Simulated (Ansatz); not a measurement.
Stepwise reaction of `C[O][Al]([Cl])[O]C` with hydrogen chloride, as a gas-phase model of exchange steps in deposition or etching. ΔE in kJ/mol.

Isolated molecules relaxed with PBE0-D4/def2-TZVP in Ansatz; ΔE leaves out vibrations. CCSD(T)/CBS adds triple-zeta CCSD(T) − MP2 to the extrapolated MP2 energy (def2 sets, frozen cores). This one scheme is used for every species. Functionals use def2-TZVPP. B3LYP here is the variant with VWN-RPA as its local correlation; programs differ in this. Each species was taken in one conformer, which may not be the lowest.

```json
{"step": "2", "reaction": "`C[O][Al]([Cl])[Cl]` + HCl → `[Cl][Al]([Cl])[Cl]` + CH₃OH", "PBE-D4": "-24.7", "B3LYP-D4": "-18.0", "ωB97M-V": "-22.2", "CCSD(T)/CBS": "-22.4"}
```

Question: Give the row of step 1, `C[O][Al]([Cl])[O]C` + HCl → `C[O][Al]([Cl])[Cl]` + CH₃OH. (Best estimate.)

Answer: The calculation gave: 
```json
{"step": "1", "reaction": "`C[O][Al]([Cl])[O]C` + HCl → `C[O][Al]([Cl])[Cl]` + CH₃OH", "PBE-D4": "-30.2", "B3LYP-D4": "-23.7", "ωB97M-V": "-28.0", "CCSD(T)/CBS": "-28.2"}
```

Question: By hand: ΔE of the 2 steps together at CCSD(T)/CBS.

Answer: (-28.2) + (-22.4) = -50.6 kJ/mol, or -25.3 kJ/mol a step.

In ΔE each step is higher than the one before. All are downhill at CCSD(T)/CBS. PBE-D4 differs from CCSD(T)/CBS by -2.3 to -2.0 kJ/mol a step. Isolated molecules leave out the surface, adducts and barriers. Largest T1 diagnostic: 0.011.
